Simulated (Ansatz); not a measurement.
Single points on Cs₄⁻.

```yaml
crystal:
  periodic: [false, false, false]
  atoms:
    - {symbol: Cs, position_ang: [1.374803, -1.240540, -4.185966]}
    - {symbol: Cs, position_ang: [2.113096, 1.726826, 5.650752]}
    - {symbol: Cs, position_ang: [0.309459, 0.677474, 0.810535]}
    - {symbol: Cs, position_ang: [-3.797358, -1.163759, -2.275331]}
basis:
  gaussian: {orbitals: def2-TZVPD, initial_orbitals: start.molden}
total_charge: -1
magnetization: {spin_polarized: true, initial_magnetization: 1}
hamiltonian: {xc: pbe0}
output: {orbitals: {seedname: orbitals}}
```

The file start.molden holds the orbitals of an earlier run on this structure, at another level or in another basis.

```sh
$ ansatz run in.yaml --threads 4 --pin off --events-out ev --progress --plain --max-ram 3916MiB
```

Output, abridged:

```
Functional definition: PBE0
1236 factors; their error is unknown
mean field evaluation 1: about -2192.0671 eV, gradient 3.2e1 eV
mean field evaluation 2: about -2193.2691 eV, gradient 2.4e0 eV
mean field evaluation 4: about -2193.8566 eV, gradient 1.1e0 eV
mean field evaluation 8: about -2193.9746 eV, gradient 1.1e-1 eV
mean field evaluation 16: about -2193.9775 eV, gradient 6.8e-4 eV
mean field evaluation 32: about -2193.9740 eV, gradient 4.3e-2 eV
mean field evaluation 64: about -2193.2187 eV, gradient 2.3e0 eV
mean field evaluation 96: about -2193.5921 eV, gradient 1.4e0 eV
mean field evaluation 128: about -2193.5845 eV, gradient 8.4e-2 eV
mean field -2193.97749423 eV, -80.6271857815 hartree, gradient 7.0e-6 eV, S^2 0.955224; 11 other end points of the search recorded, 0 dependent functions left out
reference -2193.97753203 eV, -80.6271871708 hartree; 19, 18 occupied and 109, 110 virtual orbitals, 1236 factors
Total energy: -2193.97753203 eV, -80.6271871708 hartree
```

It took 41 s on 4 threads of Arm Neoverse V1 on a shared host, peak host memory 0.61 GiB.

As the first input, with `hamiltonian: {xc: {name: B3LYP}}`, `scf: {omitted_lower_state_checks: [starts]}` (abridged; 8 s):

```
Functional definition: B3LYP
mean field -2194.86413244 eV, -80.6597691347 hartree, gradient 4.1e-6 eV, S^2 0.791713
Total energy: -2194.86435924 eV, -80.6597774695 hartree
Checks for a lower state left out: starts
```

As the first input, with `correlation: {method: ccsd_t}`, `scf: {omitted_lower_state_checks: [starts, cluster_reference]}` and without the key `hamiltonian` (abridged; 2.1 min):

```
Functional definition: HF
mean field -2161.86039326 eV, -79.4469040906 hartree, gradient 7.6e-6 eV, S^2 2.082580
second order -11.98361128 eV of doubles, -0.00000000 eV of singles
cycle   1  -12.49207245 eV  change   -5.1e-1 eV  update   1.5e-1
cycle   2  -12.88404759 eV  change   -3.9e-1 eV  update   9.3e-2
cycle   3  -12.98408071 eV  change   -1.0e-1 eV  update   5.9e-2
cycle   4  -12.97562392 eV  change    8.5e-3 eV  update   3.3e-2
cycle   5  -12.99405267 eV  change   -1.8e-2 eV  update   2.0e-2
cycle   6  -13.02645311 eV  change   -3.2e-2 eV  update   1.4e-2
cycle   7  -13.03159041 eV  change   -5.1e-3 eV  update   9.4e-3
cycle   8  -13.03627978 eV  change   -4.7e-3 eV  update   5.7e-3
cycle   9  -13.03901682 eV  change   -2.7e-3 eV  update   3.3e-3
cycle  10  -13.03877731 eV  change    2.4e-4 eV  update   1.9e-3
cycle  11  -13.03952000 eV  change   -7.4e-4 eV  update   1.0e-3
cycle  12  -13.03941129 eV  change    1.1e-4 eV  update   5.8e-4
cycle  13  -13.03954878 eV  change   -1.4e-4 eV  update   3.2e-4
cycle  14  -13.03950426 eV  change    4.5e-5 eV  update   1.7e-4
cycle  15  -13.03947390 eV  change    3.0e-5 eV  update   9.5e-5
cycle  16  -13.03947723 eV  change   -3.3e-6 eV  update   5.5e-5
cycle  17  -13.03949737 eV  change   -2.0e-5 eV  update   3.4e-5
perturbative correction -0.27244083 eV, -0.0100120158 hartree
Total energy: -2175.17233145 eV, -79.9361087961 hartree
Checks for a lower state left out: starts, cluster_reference
```

First input, but with `hamiltonian: {xc: {name: wB97M-V}}`, `scf: {omitted_lower_state_checks: [starts]}` (abridged; 36 s):

```
Functional definition: wB97M-V
mean field -2186.05452912 eV, -80.3360221840 hartree, gradient 1.7e-5 eV, S^2 0.766119
Total energy: -2186.05448580 eV, -80.3360205921 hartree
Checks for a lower state left out: starts
```

The first input with `gaussian: {orbitals: def2-SVPD, initial_orbitals: start.molden}`, `hamiltonian: {xc: pbe}`, `scf: {omitted_lower_state_checks: [starts]}` (abridged; 7.5 s):

```
Functional definition: PBE
mean field evaluation 16: about -2194.8828 eV, gradient 9.8e-6 eV
mean field -2194.88283620 eV, -80.6604564852 hartree, gradient 9.8e-6 eV, S^2 0.785028
Total energy: -2194.88293181 eV, -80.6604599990 hartree
Checks for a lower state left out: starts
```

First input, but with `hamiltonian: {xc: {name: BLYP}}`, `scf: {omitted_lower_state_checks: [starts]}` (abridged; 6.5 s):

```
Functional definition: BLYP
mean field -2190.29159356 eV, -80.4917314303 hartree, gradient 1.3e-5 eV, S^2 0.762163
Total energy: -2190.29189356 eV, -80.4917424550 hartree
Checks for a lower state left out: starts
```

As the first input, with `gaussian: {orbitals: def2-SVPD, initial_orbitals: start.molden}`, `scf: {omitted_lower_state_checks: [starts]}` (abridged; 7.5 s):

```
Functional definition: PBE0
mean field -2193.94597459 eV, -80.6260274564 hartree, gradient 6.6e-6 eV, S^2 0.933607
Total energy: -2193.94604094 eV, -80.6260298946 hartree
Checks for a lower state left out: starts
```

Geometry: r2SCAN/def2-TZVPD.

In the def2 sets Cs takes a core potential; there is no spin–orbit coupling. B3LYP takes the VWN-RPA correlation. Correlated methods freeze no core orbitals; core or outer-core shells of Cs are correlated, in sets that lack core-valence functions. At PBE0/def2-TZVPD, CCSD(T)/def2-TZVPD, PBE0/def2-SVPD the charge -1 doublet is spin-contaminated (final ⟨S²⟩ up to 2.08, 0.75 for a pure state). At CCSD(T)/def2-TZVPD T1 of the charge -1 doublet is large (up to 0.066), so the single-reference result is doubtful. At PBE/def2-SVPD, BLYP/def2-TZVPD the highest occupied level of the charge -1 doublet lies above zero (up to 0.20 eV). It is a level of α spin, whose loss leaves a singlet; that state wasn't run at this geometry and level. The electron is either unbound and held by the finite basis, or the level is raised by self-interaction error. The geometry of the doublet was relaxed on an unsound state (⟨S²⟩ 1.35, where a pure state has 0.75). The structure comes from a short search, and lower isomers may exist.
